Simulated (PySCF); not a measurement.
Si(CCH)(H)2(Me) (C3H6Si), SMILES C#C[SiH2]C.

Geometry optimised at r2SCAN-D4/def2-SVP.

Computed with TDA-LC-ωPBE/def2-SVPD (PySCF).

Vertical excitations.  State labels are in the subgroup Cs.

| state | symmetry | energy (eV) | λ (nm) | f | main pairs |
|---|---|---|---|---|---|
| S1 | A" | 6.05 | 205 | 0.000 | HOMO−1→LUMO+1 39 %, HOMO→LUMO 26 %, HOMO→LUMO+2 11 %, HOMO→LUMO+4 8 % |
| S2 | A" | 6.37 | 195 | 0.001 | HOMO−1→LUMO+1 47 %, HOMO→LUMO 24 %, HOMO→LUMO+2 9 % |
| S3 | A' | 6.37 | 195 | 0.002 | HOMO→LUMO+1 44 %, HOMO−1→LUMO 25 %, HOMO−1→LUMO+2 10 %, HOMO−1→LUMO+4 7 % |
| S4 | A" | 8.52 | 145 | 0.011 | HOMO→LUMO+2 62 %, HOMO→LUMO 19 % |
| S5 | A' | 8.57 | 145 | 0.090 | HOMO−1→LUMO+2 54 %, HOMO−1→LUMO 26 % |
| S6 | A" | 8.92 | 139 | 0.017 | HOMO−3→LUMO 46 %, HOMO→LUMO 11 %, HOMO→LUMO+6 7 % |
| S7 | A' | 8.99 | 138 | 0.448 | HOMO−2→LUMO 32 %, HOMO−1→LUMO 27 %, HOMO−1→LUMO+2 12 %, HOMO→LUMO+1 8 % |
| S8 | A" | 9.20 | 135 | 0.003 | HOMO→LUMO+5 47 %, HOMO−2→LUMO+1 18 % |
| S9 | A' | 9.32 | 133 | 0.001 | HOMO−1→LUMO+5 64 % |
| S10 | A" | 9.44 | 131 | 0.075 | HOMO→LUMO+3 32 %, HOMO−2→LUMO+1 29 %, HOMO→LUMO+5 14 % |
| T1 | A' | 4.75 | 261 | 0 | HOMO→LUMO+1 41 %, HOMO−1→LUMO 21 %, HOMO−1→LUMO+2 9 %, HOMO−1→LUMO+4 7 % |
| T2 | A" | 5.29 | 234 | 0 | HOMO−1→LUMO+1 40 %, HOMO→LUMO 23 %, HOMO→LUMO+2 10 %, HOMO→LUMO+4 8 % |
| T3 | A' | 5.29 | 234 | 0 | HOMO→LUMO+1 41 %, HOMO−1→LUMO 22 %, HOMO−1→LUMO+2 10 %, HOMO−1→LUMO+4 7 % |
| T4 | A" | 6.05 | 205 | 0 | HOMO−1→LUMO+1 44 %, HOMO→LUMO 24 %, HOMO→LUMO+2 10 %, HOMO→LUMO+4 7 % |
Triplets are in the Tamm–Dancoff approximation.
